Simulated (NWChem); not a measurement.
The numbers come from NWChem runs, not from measurements. System: F2Ge, charge 0, spin multiplicity 1, displaced from the optimised geometry. The structure started from a generated list of species.

The NWChem input:

```
start mol
memory heap 200 mb stack 900 mb global 1100 mb
geometry units angstroms nocenter noautoz
  Ge     0.000000     0.000000    -0.424911
  F      1.346665     0.000000     0.755397
  F     -1.346665     0.000000     0.755397
  symmetry group C2v
end
basis spherical
  * library def2-svp
end
dft
  xc becke88 perdew86
  semidirect memsize 60000000 filesize 0
  iterations 100
  convergence nodiis damp 40
end
task dft gradient
```

The output up to the point where the run's verdict is printed (cleaned and shortened):

```
             Northwest Computational Chemistry Package (NWChem) 7.3.0
             --------------------------------------------------------

                                NWChem Input Module
                                -------------------

 Scaling coordinates for geometry "geometry" by  1.889725989
 (inverse scale =  0.529177249)

 Turning off AUTOSYM since
 SYMMETRY directive was detected!

                             Geometry "geometry" -> ""
                             -------------------------

 Output coordinates in angstroms (scale by  1.889725989 to convert to a.u.)

  No.       Tag          Charge          X              Y              Z
 ---- ---------------- ---------- -------------- -------------- --------------
    1 Ge                  32.0000     0.00000000     0.00000000    -0.42491100
    2 F                    9.0000     1.34666500     0.00000000     0.75539700
    3 F                    9.0000    -1.34666500     0.00000000     0.75539700

 Effective nuclear repulsion energy (a.u.)     186.1300829399

            Nuclear Dipole moment (a.u.)
            ----------------------------
        X                 Y               Z
 ---------------- ---------------- ----------------
     0.0000000000     0.0000000000    -0.0000113384

      Symmetry information
      --------------------

 Group name             C2v
 Group number             16
 Group order               4
 No. of unique centers     2

      Symmetry unique atoms

     1    2


 Summary of "ao basis" -> "" (spherical)
 ------------------------------------------------------------------------------
       Tag                 Description            Shells   Functions and Types
 ---------------- ------------------------------  ------  ---------------------
 *                          def2-svp                  on all atoms

  perdew86 is a nonlocal functional; adding perdew81 local functional.

                                 NWChem DFT Module
                                 -----------------

 Summary of "ao basis" -> "ao basis" (spherical)
 ------------------------------------------------------------------------------
[...]
 d= 0,ls=0.5         52  -2187.5538856660 -2.09D+02  4.04D-01               2.1
 d= 0,ls=0.5         53  -1978.9873658712  2.09D+02  4.04D-01               2.1
 d= 0,ls=0.5         54  -2187.5538856660 -2.09D+02  4.04D-01               2.1
 d= 0,ls=0.5         55  -1978.9873658712  2.09D+02  4.04D-01               2.2
 d= 0,ls=0.5         56  -2187.5538856660 -2.09D+02  4.04D-01               2.2
 d= 0,ls=0.5         57  -1978.9873658712  2.09D+02  4.04D-01               2.2
 d= 0,ls=0.5         58  -2187.5538856660 -2.09D+02  4.04D-01               2.2
 d= 0,ls=0.5         59  -1978.9873658712  2.09D+02  4.04D-01               2.3
 d= 0,ls=0.5         60  -2187.5538856660 -2.09D+02  4.04D-01               2.3
 d= 0,ls=0.5         61  -1978.9873658712  2.09D+02  4.04D-01               2.3
 d= 0,ls=0.5         62  -2187.5538856660 -2.09D+02  4.04D-01               2.3
 d= 0,ls=0.5         63  -1978.9873658712  2.09D+02  4.04D-01               2.4
 d= 0,ls=0.5         64  -2187.5538856660 -2.09D+02  4.04D-01               2.4
 d= 0,ls=0.5         65  -1978.9873658712  2.09D+02  4.04D-01               2.4
 d= 0,ls=0.5         66  -2187.5538856660 -2.09D+02  4.04D-01               2.5
 d= 0,ls=0.5         67  -1978.9873658712  2.09D+02  4.04D-01               2.5
 d= 0,ls=0.5         68  -2187.5538856660 -2.09D+02  4.04D-01               2.5
 d= 0,ls=0.5         69  -1978.9873658712  2.09D+02  4.04D-01               2.5
 d= 0,ls=0.5         70  -2187.5538856660 -2.09D+02  4.04D-01               2.6
 d= 0,ls=0.5         71  -1978.9873658712  2.09D+02  4.04D-01               2.6
 d= 0,ls=0.5         72  -2187.5538856660 -2.09D+02  4.04D-01               2.6
 d= 0,ls=0.5         73  -1978.9873658712  2.09D+02  4.04D-01               2.6
 d= 0,ls=0.5         74  -2187.5538856660 -2.09D+02  4.04D-01               2.7
 d= 0,ls=0.5         75  -1978.9873658712  2.09D+02  4.04D-01               2.7
 d= 0,ls=0.5         76  -2187.5538856660 -2.09D+02  4.04D-01               2.7
 d= 0,ls=0.5         77  -1978.9873658712  2.09D+02  4.04D-01               2.7
 d= 0,ls=0.5         78  -2187.5538856660 -2.09D+02  4.04D-01               2.8
 d= 0,ls=0.5         79  -1978.9873658712  2.09D+02  4.04D-01               2.8
 d= 0,ls=0.5         80  -2187.5538856660 -2.09D+02  4.04D-01               2.8
 d= 0,ls=0.5         81  -1978.9873658712  2.09D+02  4.04D-01               2.8
 d= 0,ls=0.5         82  -2187.5538856660 -2.09D+02  4.04D-01               2.9
 d= 0,ls=0.5         83  -1978.9873658712  2.09D+02  4.04D-01               2.9
 d= 0,ls=0.5         84  -2187.5538856660 -2.09D+02  4.04D-01               2.9
 d= 0,ls=0.5         85  -1978.9873658712  2.09D+02  4.04D-01               2.9
 d= 0,ls=0.5         86  -2187.5538856660 -2.09D+02  4.04D-01               3.0
 d= 0,ls=0.5         87  -1978.9873658712  2.09D+02  4.04D-01               3.0
 d= 0,ls=0.5         88  -2187.5538856660 -2.09D+02  4.04D-01               3.0
 d= 0,ls=0.5         89  -1978.9873658712  2.09D+02  4.04D-01               3.0
 d= 0,ls=0.5         90  -2187.5538856660 -2.09D+02  4.04D-01               3.1
 d= 0,ls=0.5         91  -1978.9873658712  2.09D+02  4.04D-01               3.1
 d= 0,ls=0.5         92  -2187.5538856660 -2.09D+02  4.04D-01               3.1
 d= 0,ls=0.5         93  -1978.9873658712  2.09D+02  4.04D-01               3.1
 d= 0,ls=0.5         94  -2187.5538856660 -2.09D+02  4.04D-01               3.2
 d= 0,ls=0.5         95  -1978.9873658712  2.09D+02  4.04D-01               3.2
 d= 0,ls=0.5         96  -2187.5538856660 -2.09D+02  4.04D-01               3.2
 d= 0,ls=0.5         97  -1978.9873658712  2.09D+02  4.04D-01               3.3
 d= 0,ls=0.5         98  -2187.5538856660 -2.09D+02  4.04D-01               3.3
 d= 0,ls=0.5         99  -1978.9873658712  2.09D+02  4.04D-01               3.3
 d= 0,ls=0.5        100  -2187.5538856660 -2.09D+02  4.04D-01               3.3
```

Convergence was not reached. The next line reads: Calculation failed to converge. NWChem stopped with the message: dft gradient failed.
